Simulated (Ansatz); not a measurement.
```yaml
crystal:
  periodic: [false, false, false]
  atoms:
    - {symbol: O, position_ang: [-1.940964, -0.485059, 0.618414]}
    - {symbol: C, position_ang: [-0.744269, -0.529556, 0.136561]}
    - {symbol: C, position_ang: [0.166808, 0.381727, 0.174060]}
    - {symbol: B, position_ang: [1.414189, 0.150295, -0.572669]}
    - {symbol: F, position_ang: [2.463212, 1.095341, -0.572967]}
    - {symbol: H, position_ang: [-2.210538, 0.402115, 1.084921]}
    - {symbol: D, position_ang: [-0.644391, -1.451246, -0.366971]}
    - {symbol: H, position_ang: [-0.083555, 1.378522, 0.616261]}
    - {symbol: H, position_ang: [1.718280, -0.862087, -1.123233]}
basis:
  gaussian: {orbitals: 6-31G, point_charges: [{charge: -1.00, position_ang: [5.409, 0.811, -0.020]}]}
magnetization: {spin_polarized: true, initial_magnetization: 0}
hamiltonian: {xc: {name: HSE06}, pseudopotentials: {relativity: scalar}}
scf: {lower_state_search: full}
```

```sh
$ ansatz run in.yaml --threads 2 --pin off --events-out ev --progress --plain --max-ram 4352MiB
```

Shortened log:

```
Error: YAML parse error: error: line 10 column 16: `D` is not an element symbol (H … Og, case-exact)
 8 |     - {symbol: F, position_ang: [2.463212, 1.095341, -0.572967]}
 9 |     - {symbol: H, position_ang: [-2.210538, 0.402115, 1.084921]}
10 |     - {symbol: D, position_ang: [-0.644391, -1.451246, -0.366971]}
11 |     - {symbol: H, position_ang: [-0.083555, 1.378522, 0.616261]}
12 |     - {symbol: H, position_ang: [1.718280, -0.862087, -1.123233]}
```

Question: What is wrong with this run?

Answer: An element symbol is wrong. The program refused the input.

HSE06 is defined as in plane-wave codes.
